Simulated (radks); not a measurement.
Excited configurations of Sn2+: one electron is placed in a higher orbital outside [Kr] 4d10 5s1. The ground configuration is [Kr] 4d10 5s2. Calculated with a radial shooting solver on a logarithmic mesh with Libxc functionals: scalar-relativistic Kohn-Sham, LDA (Slater exchange, Perdew-Wang correlation), spin-polarised, spherical densities, point nucleus; open shells are filled with parallel spins first (spin-orbit coupling, left out, can overturn this in heavy ions). Excitation = E - E(ground); binding = E(ion) - E, where the ion is the core of charge +3; n* = 3/sqrt(2 binding) in atomic units, and the quantum defect is n - n*.

outer orbital  excitation (eV)  binding (eV)     n*  <r> (bohr)
4f                      22.624         8.549  3.785       4.962
5d                      17.765        13.408  3.022       3.803
6s                      17.628        13.546  3.007       4.711
7s                      23.446         7.727  3.981       8.193
7p                      24.579         6.595  4.309       9.299

The Delta-SCF ionisation energy is 31.174 eV (NIST Atomic Spectra Database: 30.506 eV, measured). Self-interaction in the functional shifts the binding energies and quantum defects, so they are the method's values and not measured ones.
